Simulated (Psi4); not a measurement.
C$_{4}$H$_{5}$ (SMILES [CH-]=C1CC1), charge -1, singlet, at a GFN2-xTB geometry (a gas-phase anion, which may not be bound at this level); Psi4 with CCSD(T)/STO-3G.

Input for Psi4:
```
memory 2 GB

molecule {
-1 1
  C    -0.00477750   -0.00846867    0.42733059
  C    -0.00174017   -0.76951404   -0.83385328
  C     0.02025666    0.75423460   -0.88448337
  C    -0.02048610   -0.11308971    1.73328716
  H    -0.90781767   -1.26894023   -1.19210447
  H     0.89751813   -1.29434815   -1.17242457
  H     0.93628317    1.22602460   -1.25140807
  H    -0.87391678    1.25150097   -1.27114099
  H    -0.01158415    0.90678977    2.23339151
}

set basis sto-3g

energy('ccsd(t)')
print_variables()
```

Output, abridged:

```
   => Loading Basis Set <=

    Name: STO-3G
    Role: ORBITAL
    Keyword: BASIS

         ---------------------------------------------------------
                                   SCF
               by Justin Turney, Rob Parrish, Andy Simmonett
                          and Daniel G. A. Smith
                              RHF Reference
         ---------------------------------------------------------

  ==> Geometry <==

    Molecular point group: c1
    Full point group: C1

    Geometry (in Angstrom), charge = -1, multiplicity = 1:

       Center              X                  Y                   Z               Mass
    ------------   -----------------  -----------------  -----------------  -----------------
         C           -0.004020212970     0.006889847229     0.377689472826    12.000000000000
         C           -0.000982882970    -0.754155522771    -0.883494397174    12.000000000000
         C            0.021013947030     0.769593117229    -0.934124487174    12.000000000000
         C           -0.019728812970    -0.097731192771     1.683646042826    12.000000000000
         H           -0.907060382970    -1.253581712771    -1.241745587174     1.007825032230
         H            0.898275417030    -1.278989632771    -1.222065687174     1.007825032230
         H            0.937040457030     1.241383117229    -1.301049187174     1.007825032230
         H           -0.873159492970     1.266859487229    -1.320782107174     1.007825032230
         H           -0.010826862970     0.922148287229     2.183750392826     1.007825032230

  Running in c1 symmetry.

  Rotational constants: A =      0.68543  B =      0.24011  C =      0.19110 [cm^-1]
  Rotational constants: A =  20548.57405  B =   7198.24943  C =   5729.03315 [MHz]
  Nuclear repulsion =  101.474244021158825

  Charge       = -1
  Multiplicity = 1
  Electrons    = 30
  Nalpha       = 15
  Nbeta        = 15

  ==> Algorithm <==

  SCF Algorithm Type is PK.
  DIIS enabled.
  MOM disabled.
  Fractional occupation disabled.
  Guess Type is SAD.
  Energy threshold   = 1.00e-08
  Density threshold  = 1.00e-08
  Integral threshold = 1.00e-12

  ==> Primary Basis <==

  Basis Set: STO-3G
    Blend: STO-3G
    Number of shells: 17
    Number of basis functions: 25
    Number of Cartesian functions: 25
    Spherical Harmonics?: true
    Max angular momentum: 1

  ==> Integral Setup <==

  Using in-core PK algorithm.
   Calculation information:
      Number of atoms:                   9
      Number of AO shells:              17
      Number of primitives:             51
      Number of atomic orbitals:        25
      Number of basis functions:        25

      Integral cutoff                 1.00e-12
      Number of threads:                 1

  Performing in-core PK
  Using 105950 doubles for integral storage.
  We computed 11467 shell quartets total.
  Whereas there are 11781 unique shell quartets.

  ==> DiskJK: Disk-Based J/K Matrices <==

    J tasked:                  Yes
    K tasked:                  Yes
    wK tasked:                  No
    Schwarz Cutoff:          1E-12

  Minimum eigenvalue in the overlap matrix is 1.8876022600E-01.
  Reciprocal condition number of the overlap matrix is 7.4396494451E-02.
    Using symmetric orthogonalization.

  ==> Pre-Iterations <==

  SCF Guess: Superposition of Atomic Densities via on-the-fly atomic UHF (no occupation information).

   -------------------------
    Irrep   Nso     Nmo
   -------------------------
     A         25      25
   -------------------------
    Total      25      25
   -------------------------

  ==> Iterations <==

                        Total Energy        Delta E     RMS |[F,P]|

   @RHF iter SAD:  -149.31579404135599   -1.49316e+02   0.00000e+00
   @RHF iter   1:  -152.10526430256419   -2.78947e+00   1.25339e-02 DIIS/ADIIS
   @RHF iter   2:  -152.17526677393451   -7.00025e-02   6.40367e-03 DIIS/ADIIS
   @RHF iter   3:  -152.19078764729198   -1.55209e-02   1.18692e-03 DIIS/ADIIS
   @RHF iter   4:  -152.19214608716550   -1.35844e-03   4.96428e-04 DIIS/ADIIS
   @RHF iter   5:  -152.19237651918860   -2.30432e-04   1.38238e-04 DIIS/ADIIS
   @RHF iter   6:  -152.19239584554521   -1.93264e-05   4.53486e-05 DIIS
   @RHF iter   7:  -152.19239759933271   -1.75379e-06   4.77094e-06 DIIS
   @RHF iter   8:  -152.19239761798556   -1.86529e-08   1.16989e-06 DIIS
   @RHF iter   9:  -152.19239761892490   -9.39337e-10   3.47221e-07 DIIS
   @RHF iter  10:  -152.19239761903231   -1.07406e-10   8.10890e-08 DIIS
   @RHF iter  11:  -152.19239761903791   -5.59908e-12   8.23216e-09 DIIS
  Energy and wave function converged.

  ==> Post-Iterations <==

    Orbital Energies [Eh]
    ---------------------

    Doubly Occupied:

[...]
    Virtual:

[...]
      25A      1.482429

    Final Occupation by Irrep:
              A
    DOCC [    15 ]
    NA   [    15 ]
    NB   [    15 ]

  @RHF Final Energy:  -152.19239761903791

   => Energetics <=

    Nuclear Repulsion Energy =            101.4742440211588246
    One-Electron Energy =                -414.9685171498599630
    Two-Electron Energy =                 161.3018755096632333
    Total Energy =                       -152.1923976190379051

Computation Completed

Properties will be evaluated at   0.000000,   0.000000,   0.000000 [a0]

Properties computed using the SCF density matrix

 Multipole Moments:

 ------------------------------------------------------------------------------------
     Multipole            Electronic (a.u.)      Nuclear  (a.u.)        Total (a.u.)
 ------------------------------------------------------------------------------------

 L = 1.  Multiply by 2.5417464519 to convert [e a0] to [Debye]
 Dipole X            :         -0.0201143            0.0415010            0.0213866
 Dipole Y            :         -0.5195193            0.8416784            0.3221591
 Dipole Z            :          1.1744581           -2.7204353           -1.5459773
[...]
	SCF energy                   =   -152.19239761903791
	One-electron energy          =   -414.96851685288448
	Two-electron energy          =    161.30187521268780
	Reference energy             =   -152.19239761903785

            **************************
            *                        *
            *        CCENERGY        *
            *                        *
            **************************

    Nuclear Rep. energy (wfn)     =  101.474244021158825
    SCF energy          (wfn)     = -152.192397619037905
    Reference energy    (file100) = -152.192397619037848

    Input parameters:
    -----------------
    Wave function   =     CCSD_T
    Reference wfn   =     RHF
    Brueckner       =     No
    Maxiter         =     50
    R_Convergence   =     1.0e-07
    E_Convergence   =     1.0e-06
    Restart         =     Yes
    DIIS            =     Yes
    AO Basis        =     NONE
    ABCD            =     NEW
    Cache Level     =     2
    Cache Type      =     LOW
    Print Level     =     1
    Num. of threads =     1
    # Amps to Print =     10
    Print MP2 Amps? =     No
    Analyze T2 Amps =     No
    Print Pair Ener =     No
    Local CC        =     No
    SCS-MP2         =     False
    SCSN-MP2        =     False
    SCS-CCSD        =     False

MP2 correlation energy -0.2086779868336728
                Solving CC Amplitude Equations
                ------------------------------
  Iter             Energy              RMS        T1Diag      D1Diag    New D1Diag    D2Diag
  ----     ---------------------    ---------   ----------  ----------  ----------   --------
     0        -0.208677986833673    0.000e+00    0.000000    0.000000    0.000000    0.136838
     1        -0.243596618881288    7.919e-02    0.007167    0.029602    0.029602    0.164095
     2        -0.262392073177742    3.272e-02    0.011076    0.047657    0.047657    0.187325
     3        -0.264607604888206    1.010e-02    0.012637    0.053214    0.053214    0.193428
     4        -0.265003084245639    4.272e-03    0.013481    0.056646    0.056646    0.197091
     5        -0.264983492445326    1.145e-03    0.013667    0.057265    0.057265    0.197669
     6        -0.264960319090231    4.141e-04    0.013716    0.057404    0.057404    0.197708
     7        -0.264954392406262    1.710e-04    0.013738    0.057458    0.057458    0.197704
     8        -0.264956006718688    5.146e-05    0.013744    0.057463    0.057463    0.197701
     9        -0.264955937583018    1.698e-05    0.013745    0.057462    0.057462    0.197696
    10        -0.264955878549110    6.295e-06    0.013745    0.057460    0.057460    0.197693
    11        -0.264955984359923    1.476e-06    0.013745    0.057460    0.057460    0.197693
    12        -0.264956036885717    5.216e-07    0.013745    0.057460    0.057460    0.197693
    13        -0.264956076305213    1.942e-07    0.013745    0.057460    0.057460    0.197693
    14        -0.264956081511116    7.123e-08    0.013745    0.057460    0.057460    0.197693

    Iterations converged.

    Largest TIA Amplitudes:
             13   0        -0.0538483143
             14   1         0.0313363551
             11   1         0.0205010428
             13   4        -0.0192933926
             14   8        -0.0158843720
             12   1         0.0117111011
             14   5         0.0113360645
             14   3        -0.0095222787
             11   5         0.0074014094
              8   4        -0.0067094396

    Largest TIjAb Amplitudes:
     13  13   0   0        -0.1388494720
     11  11   1   1        -0.0543192161
     13  13   0   4        -0.0483726993
     13  13   4   0        -0.0483726993
     12  12   1   1        -0.0454757924
     14  14   0   0        -0.0435092544
      9   9   7   7        -0.0345218442
     13  14   0   1        -0.0303723212
     14  13   1   0        -0.0303723212
     14  14   1   1        -0.0299037526

    SCF energy       (wfn)                    = -152.192397619037905
    Reference energy (file100)                = -152.192397619037848

    Opposite-spin MP2 correlation energy      =   -0.175800244893951
    Same-spin MP2 correlation energy          =   -0.032877741939722
    Singles MP2 correlation energy            =   -0.000000000000000
    MP2 correlation energy                    =   -0.208677986833673
      * MP2 total energy                      = -152.401075605871512

    Opposite-spin CCSD correlation energy     =   -0.235939767170414
    Same-spin CCSD correlation energy         =   -0.029016314340702
    Singles CCSD correlation energy           =    0.000000000000000
    CCSD correlation energy                   =   -0.264956081511116
      * CCSD total energy                     = -152.457353700548964

            **************************
            *                        *
            *        CCTRIPLES       *
            *                        *
            **************************

    Wave function   =    CCSD_T
    Reference wfn   =      RHF

    Nuclear Rep. energy (wfn)                =  101.474244021158825
    SCF energy          (wfn)                = -152.192397619037905
    Reference energy    (file100)            = -152.192397619037848
    CCSD energy         (file100)            =   -0.264956081511116
    Total CCSD energy   (file100)            = -152.457353700548964

    Number of ijk index combinations:              680
    Approx. words needed per explicit thread:            4000
    Number of threads for explicit ijk threading:    1

    MKL num_threads set to 1 for explicit threading.

    (T) energy                                =   -0.004115610370752
      * CCSD(T) total energy                  = -152.461469310919711

  Variable Map:
  ----------------------------------------------------------------------------
[...]
  Array Variable Map:
  ----------------------------------------------------------------------------
[...]
[...]
```
